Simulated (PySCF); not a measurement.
# Spinor energies of Ru²⁺ (ruthenium, charge +2)

Start: [Kr] 4d5 5p1; 4d5/2 filled at m_j = -3/2, -1/2, +1/2, +3/2, +5/2; 5p3/2 filled at m_j = +3/2. Calculated with PySCF 2.14 in x2c-TZVPall-2c with one added diffuse shell each of s, p, d type (9s10p8d1f, 86 functions): generalised Hartree-Fock with the X2C-1e Hamiltonian and a Gaussian nucleus; one run each with spin-orbit coupling (SO) switched off, then screened by Boettger's factors. This is a chosen level, not necessarily the ground level.

```csv
spinor shell,electrons,"ε, spin-free (eV)","ε, screened SO (eV)",weight of nominal j (screened SO),"rms radius, screened SO (bohr)"
1s1/2,2,-22261.4,-22260.0,1.000,0.0384
2s1/2,2,-3303.4,-3303.0,1.000,0.158
2p1/2,2,-2954.6,-3045.1,1.000,0.137
2p3/2,4,-2954.6,-2912.5,1.000,0.142
3s1/2,2,-637.95,-637.89,1.000,0.428
3p1/2,2,-520.32,-536.30,1.000,0.425
3p3/2,4,-520.32,-512.90,1.000,0.435
3d3/2,4,-331.16,-334.07,0.957,0.417
4s1/2,2,-119.54,-119.56,1.000,1.08
4p1/2,2,-83.610,-90.156,0.661,1.19
4p3/2,4,-83.610,-80.473,0.831,1.19
4d5/2,5,-37.493,-37.525,0.571,1.56
5p3/2,1,-18.115,-17.995,1.000,3.46
```

**Question.** Where does 3d5/2 lie, and what is the 3d spin-orbit splitting (screened SO)?

**Answer.** At -329.19 eV, 4.880 eV above 3d3/2.

```
   quantity    spin-free  screened SO
E (hartree)  -4526.57929  -4527.21819
        M_J            4            4
       ⟨J²⟩       20.002       20.002
       ⟨L²⟩        2.002        2.038
       ⟨S²⟩       12.001       11.972
```

Each row is a mean over spinors that exchange with the open shell spreads, by up to 11.388 eV (4p3/2).

Rows whose weight is well below 1 are mixtures of j = l ± 1/2: exchange outweighs spin-orbit coupling there, and the label is only the starting occupation.

Breit and QED terms are absent; they matter most for the inner s and p1/2 levels.

Densities and radii are taken from the X2C orbitals without a picture-change correction, which distorts them close to the nucleus.

Without spin-orbit coupling the j labels of p, d and f shells carry no meaning; the spin-free column gives the mean over the occupied spinors of each nl shell.
